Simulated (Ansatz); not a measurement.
Species: C₆H₁₂ (charge 0, singlet). 
Coordinates optimised at B3LYP-D3(BJ)/def2-TZVP (Ansatz, an electronic-structure program):
SMILES: C/C=C\C(C)C
```xyz
18

C      2.3737    -0.4356    -0.5149
C      1.5477    -0.3089     0.7280
C      0.2426    -0.0641     0.8170
C     -0.7411     0.1485    -0.2981
C     -1.3656     1.5462    -0.2009
C     -1.8263    -0.9352    -0.2676
H      1.7918    -0.3031    -1.4255
H      3.1797     0.3042    -0.5203
H      2.8526    -1.4181    -0.5620
H      2.0963    -0.4353     1.6574
H     -0.1916    -0.0061     1.8133
H     -0.2226     0.0781    -1.2569
H     -2.0872     1.7076    -1.0048
H     -1.8912     1.6687     0.7499
H     -0.6023     2.3231    -0.2632
H     -2.5503    -0.7848    -1.0716
H     -1.3919    -1.9298    -0.3780
H     -2.3698    -0.9105     0.6807
```
Charge 0, spin multiplicity 1.

Dipole moments at this geometry, in debye (magnitudes).

```
level                 program  dipole (D)
--------------------  -------  ----------
SVWN5/def2-TZVPD       Ansatz        0.39
PBE/def2-TZVPD         Ansatz        0.37
BLYP/def2-TZVPD        Ansatz        0.36
B97M-V/def2-TZVPD      Ansatz        0.39
B3LYP/def2-TZVPD       Ansatz        0.35
PBE0/def2-TZVPD        Ansatz        0.35
r2SCANh/def2-TZVPD     Ansatz        0.37
HSE06/def2-TZVPD       Ansatz        0.35
CAM-B3LYP/def2-TZVPD   Ansatz        0.35
CCSD(T)/aug-cc-pVDZ    Ansatz        0.34
```
